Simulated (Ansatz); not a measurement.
CH₂FGaSe, SMILES `F[CH]1[GaH][Se]1`, relaxed with RKS PBE0-D4/def2-TZVP in Ansatz 0.2.0 from a GFN2-xTB geometry. The force threshold is 0.005 eV/Å; the program also tests the step.

Total charge 0; spin multiplicity 1.

Start:

```xyz
6

F     1.234    0.252    0.914
C     0.088    0.791    0.311
Ga   -0.640   -0.994   -0.259
Se    0.344    0.297   -1.849
H     0.177    1.877    0.353
H    -1.202   -2.223    0.531
```

(1) How much energy does the relaxation release, and in how many steps? (Best estimate.)

(2) Which bonds change most? (An estimate is asked.)

(3) Give the relaxed structure. (Best estimate.)

## Answers

(1) Computed: 60.76 kJ/mol, in 9 steps.

(2) Computed: C2–Se4 from 2.231 to 2.025 Å; C2–Ga3 from 2.011 to 1.949 Å; F1–C2 from 1.402 to 1.365 Å; Ga3–H6 from 1.566 to 1.534 Å.

(3) The calculation gave: 
```xyz
6

F     1.569    0.634    0.833
C     0.337    0.682    0.247
Ga   -0.682   -0.955   -0.038
Se    0.357    0.203   -1.720
H    -0.101    1.664    0.400
H    -1.479   -2.227    0.278
```
